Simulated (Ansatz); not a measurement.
Ideal-gas functions of CClFI₂ (`FC(Cl)(I)I`) at 500 K and 1 bar, from an Ansatz frequency run at PBE0-D4/def2-TZVP.

Molar mass 320.27 g/mol, point group Cs (symmetry number 1), electronic degeneracy 1, moments of inertia 312.168, 865.961, 1046.149 u Å². Harmonic wavenumbers (cm⁻¹, unscaled): 112, 170, 225, 268, 297, 450, 689, 785, 1096.

Use S(trans) = R[1.5 ln M + 2.5 ln T − 1.1517]; rotational temperatures θ = 24.2544 K / I; S(rot) = R[ln(√π/σ · √(T³/θAθBθC)) + 1.5]; for each mode x = 1.438777 ν̃/T, S = R[x/(eˣ − 1) − ln(1 − e⁻ˣ)] and H = RT x/(eˣ − 1); 1 cm⁻¹ = 0.0119627 kJ/mol; R = 8.31446 J/(mol·K).

**Question.** By hand: the entropy, in J/(mol·K).

**Answer.** Translation 191.6. Rotation: θ = 0.0777, 0.028, 0.0232 K, giving 135.9. Vibration, mode by mode: 17.76, 14.34, 12.07, 10.68, 9.87, 6.72, 3.86, 3.11, 1.53, in all 80.0. Electronic 0.0. Sum 407.5 J/(mol·K).

**Question.** By hand: H − E and G − E in kJ/mol, counted from the electronic energy.

**Answer.** Zero-point energy ½ × 4092 × 0.0119627 = 24.5; thermal vibration 20.1; translation, rotation and pV give 4 RT = 16.6. H − E = 61.2 kJ/mol, and G − E = 61.2 − 500 × 407.5/1000 = -142.6 kJ/mol.

Vibration gives 20 % of the entropy, 17.8 J/(mol·K) of it from the mode under 150 cm⁻¹: soft modes count most, and the harmonic formula is weakest for them.
